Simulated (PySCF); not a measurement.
`COC[C@@]12C[C@@H]1[C@H]2F`, C6H9FO

Geometry:
| atom | x (Å) | y (Å) | z (Å) |
| --- | --- | --- | --- |
| C1 | 2.513 | -1.170 | 0.148 |
| O2 | 1.131 | -0.978 | 0.009 |
| C3 | 0.776 | 0.384 | -0.096 |
| C4 | -0.701 | 0.501 | -0.230 |
| C5 | -1.719 | -0.278 | -1.002 |
| C6 | -1.878 | -0.102 | 0.477 |
| C7 | -1.688 | 1.374 | 0.473 |
| F8 | -1.285 | 1.967 | 1.634 |
| H9 | 2.893 | -0.682 | 1.054 |
| H10 | 3.058 | -0.774 | -0.719 |
| H11 | 2.672 | -2.244 | 0.219 |
| H12 | 1.101 | 0.937 | 0.800 |
| H13 | 1.274 | 0.835 | -0.973 |
| H14 | -1.417 | -1.256 | -1.349 |
| H15 | -2.393 | 0.246 | -1.671 |
| H16 | -1.992 | -0.797 | 1.279 |
| H17 | -2.352 | 2.050 | -0.063 |

Method: TDA PBE0/jun-cc-pV(D+d)Z circular dichroism and optical rotation, one conformer, gas phase (PySCF 2.14.0). Geometry: GFN2-xTB.

The molecule is flexible and this is one conformer; a measurement averages over conformers. States above about 7.3 eV lie in this functional's continuum (it starts at minus the energy of the highest occupied orbital, well below the true ionisation energy for most functionals) and depend on the basis.

Draw the ECD and absorption spectra from the lowest 10 states, each a Gaussian of half-width 0.3 eV at 1/e height.


| E (eV) | λ (nm) | Δε (L mol⁻¹ cm⁻¹) | ε (L mol⁻¹ cm⁻¹) |
| --- | --- | --- | --- |
| 6.10 | 203 | +0.61 | 134 |
| 6.25 | 198 | +2.15 | 596 |
| 6.40 | 194 | +3.76 | 1720 |
| 6.55 | 189 | +1.66 | 3370 |
| 6.70 | 185 | -3.97 | 4790 |
| 6.85 | 181 | -5.29 | 5260 |
| 7.00 | 177 | -0.55 | 4680 |
| 7.15 | 173 | +2.09 | 3840 |
| 7.30 | 170 | -0.12 | 3700 |
| 7.45 | 167 | -2.16 | 4200 |

Δε uses R in velocity form, ε uses f in length form. Only the states computed contribute, so the short-wavelength end is incomplete.
